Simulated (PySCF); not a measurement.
B(F)2(NMe2) (C₂H₆BF₂N), SMILES CN(C)B(F)F.

Coordinates come from a B3LYP-D3(BJ)/def2-SVP optimisation. One conformer was computed; it need not be the lowest.

Two levels are set side by side: PBE/def2-TZVP (PySCF) and B3LYP/def2-TZVP (PySCF). Same geometry, gas phase. Differences are taken from unrounded values.

| quantity | PBE |
|---|---|
| orbital gap (eV) | 6.04 |
| highest occupied level (eV) | -5.99 |
| lowest empty level (eV) | 0.04 |
| dipole moment (D) | 2.58 |
| mean polarisability (bohr³) | 48.7 |

**Question.** These are the PBE values. What does B3LYP give? (An estimate is asked for; the answer gives what the named calculation found.)

**Answer.** 
| quantity | B3LYP | PBE minus B3LYP |
|---|---|---|
| orbital gap (eV) | 7.61 | -1.58 |
| highest occupied level (eV) | -7.15 | 1.15 |
| lowest empty level (eV) | 0.47 | -0.43 |
| dipole moment (D) | 2.65 | -0.07 |
| mean polarisability (bohr³) | 46.9 | 1.8 |

Without exact exchange PBE keeps part of each electron's self-repulsion, which lifts occupied levels and narrows the gap. Loosely held outer electrons make PBE densities more polarisable. Differences between two approximate levels are no errors against the true value.

Rough cost on one machine, each run with all the roots and properties that it gave: B3LYP against PBE within a factor of 2.
